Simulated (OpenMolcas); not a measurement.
Computed levels of 4s2 4p2 in ions with 32 electrons, in cm-1 above 3P0.

```json
{"Program": "OpenMolcas 26.06", "Method": "SS-CASPT2, IPEA 0.25 Eh, imaginary shift 0.1 Eh", "Basis": "ANO-R2", "Scalar Hamiltonian": "X2C, finite nucleus", "Spin-orbit coupling": "state interaction with AMFI integrals over the reference wave functions, term energies averaged over their components"}
```

Active space for each ion: 4 electrons in 4 orbitals (4s 4p); closed shells correlated by CASPT2: 3d.

| Level | Ge | As+ | Br3+ | Kr4+ |
| --- | --- | --- | --- | --- |
| 3P1 | 491 | 926 | 2320 | 3340 |
| 3P2 | 1253 | 2240 | 5050 | 6890 |
| 1D2 | 7280 | 9840 | 15490 | 18740 |
| 1S0 | 16710 | 22310 | 33110 | 38640 |

Problem. Estimate 3P2, 1D2, 1S0 for Se2+ from its neighbours As+ and Br3+.

Solution. 3P2 is fine structure, which grows about as the fourth power of a screened charge, so the fourth roots are averaged: ((2240^0.25 + 5050^0.25) / 2)^4 = 3433. The calculation gives 3530, so the estimate is off by -2.7 %; the measured value is 3937 (Moore, Atomic Energy Levels, vol. II, NSRDS-NBS 35 (1971 reprint of NBS Circular 467, 1952)).
1D2 is another term, which grows about linearly with the charge: (9840 + 15490) / 2 = 12665. The calculation gives 12530, so the estimate is off by +1.1 %; the measured value is 13032 (Moore, Atomic Energy Levels, vol. II, NSRDS-NBS 35 (1971 reprint of NBS Circular 467, 1952)).
1S0 is another term, which grows about linearly with the charge: (22310 + 33110) / 2 = 27710. The calculation gives 27780, so the estimate is off by -0.3 %.

CASPT2 breaks the degeneracy within a term, and the mean is taken; among the terms shown or strongly mixed into the levels shown the widest spread is 14 cm-1 (4s2 4p2 1D, As+). Over all roots computed the reference weight is 0.88 to 0.95 in Ge, 0.86 to 0.96 in As+, 0.85 to 0.96 in Se2+, 0.85 to 0.97 in Br3+, 0.86 to 0.97 in Kr4+; the roots of lowest weight are the least certain, and an intruder state may touch them. Measured partners are found by configuration, term and J. A level has none where our copy of the source lacks it or the pairing is in doubt (some pairs that miss far off the trend of their configuration count as doubtful), and it then counts in no deviation. Levels of configurations outside the active space are missing.
